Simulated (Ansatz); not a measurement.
`C[SiH](Br)Br` → HBr + `C[Si]Br` at 400 K and 1 bar (silylene formation by 1,1-elimination).

Gas-phase electronic energies from Ansatz, PBE0-D4/def2-TZVP geometries. CCSD(T)/CBS adds triple-zeta CCSD(T) − MP2 to the extrapolated MP2 energy (def2 sets, frozen cores). For Br outer-core shells are correlated without core-valence functions, which leaves a few kJ/mol of doubt a bond. Scalar relativity is left out up to krypton.

| species | CCSD(T)/CBS energy (Eh) | H − E (kJ/mol) | S (J/(mol·K)) |
| --- | --- | --- | --- |
| `C[SiH](Br)Br` | -5476.28894 | 155.8 | 382.2 |
| HBr | -2573.91920 | 27.6 | 207.2 |
| `C[Si]Br` | -2902.25975 | 118.6 | 331.0 |

H − E and S are ideal-gas, rigid-rotor, harmonic terms from PBE0-D4/def2-TZVP. 1 Eh = 2625.50 kJ/mol, R = 8.31446 J/(mol·K).

Q: By hand: ΔE, ΔH, ΔS and ΔG.

A: ΔE = (-2573.91920) + (-2902.25975) − (-5476.28894) = 0.10999 Eh = 288.8 kJ/mol. Δ(H − E) = 27.6 + 118.6 − 155.8 = -9.6, so ΔH = 279.2 kJ/mol. ΔS = 207.2 + 331.0 − 382.2 = 156.0 J/(mol·K). ΔG = 279.2 − 400 × (156.0)/1000 = 216.8 kJ/mol.

Q: By hand: the equilibrium constant, and the temperature at which ΔG would vanish if ΔH and ΔS stayed fixed.

A: log₁₀ K = −ΔG/(RT ln 10) = -28.3. ΔG = 0 at ΔH/ΔS = 1790 K.

The number of gas molecules changes by +1, which sets the sign of ΔS. A doubt of 5 kJ/mol in ΔE shifts log₁₀ K by 0.7 here. These are equilibria of isolated gas molecules and say nothing of rates. Largest T1 diagnostic: 0.011 (customary marks: 0.02 for closed shells, 0.045 for open ones).
